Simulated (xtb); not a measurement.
C₂H₆O₂Si, SMILES O[SiH]1COC1. All values are semi-empirical tight-binding results from xtb (GFN2-xTB unless named), good for trends rather than for accurate numbers. The structure is a stationary point at GFN2-xTB. The structure was generated by enumeration, and PubChem lists no compound with its InChIKey, so it may never have been made. The values are those of a single conformer.

Problem. Estimate the properties. (Estimate from the structure and the level; the computed values follow.)

Solution. 
| Quantity | Result |
|---|---|
| orbital gap | 4.82 eV |
| dipole moment | 4.00 D |
| zero-point energy | 49.2 kcal/mol |
| G − E(el) at 298.15 K (modified RRHO) | 30.4 kcal/mol |
| static polarisability (D4 model) | 59.6 bohr³ |
| solvation energy, GFN2-xTB/ALPB(water) | -7.8 kcal/mol |
| solvation energy, GFN2-xTB/ALPB(hexane) | -4.0 kcal/mol |
